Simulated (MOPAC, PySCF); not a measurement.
CH₂AlN, SMILES `N#[C][AlH2]`, neutral singlet in the gas phase. 

Cartesian coordinates (Å):
```xyz
5

N      2.3688     0.0154    -0.0436
C      1.2155     0.0092     0.0147
Al    -0.7207    -0.0046     0.1088
H     -1.4437    -1.3296    -0.3107
H     -1.4192     1.3099     0.5971
```
Charge 0, multiplicity 1.

All levels are single points at this geometry (B3LYP-D3(BJ)/def2-TZVP); Pople sets use spherical d functions. Orbital energies aren't observables, and empty levels follow the basis.

```csv
level,HOMO (eV),LUMO (eV),gap (eV),dipole (D),"vertical IE, Delta-SCF (eV)"
B3LYP-D3(BJ)/def2-TZVP in PySCF,-9.05,-2.79,6.27,3.41,11.50
B3LYP/6-31G* in PySCF,-8.90,-2.67,6.24,3.22,11.42
BP86/6-31G* in PySCF,-7.94,-3.30,4.63,3.09,–
M06-2X/6-31G* in PySCF,-10.34,-1.90,8.44,3.33,–
HF/3-21G in PySCF,-12.19,0.31,12.49,3.37,–
HF/6-31G* in PySCF,-12.28,0.30,12.58,3.57,–
HF/STO-3G in PySCF,-9.85,6.98,16.84,3.73,–
PM6 in MOPAC,-11.72,-0.22,11.50,3.93,–
PM7 in MOPAC,-12.54,-1.76,10.78,1.77,–
```
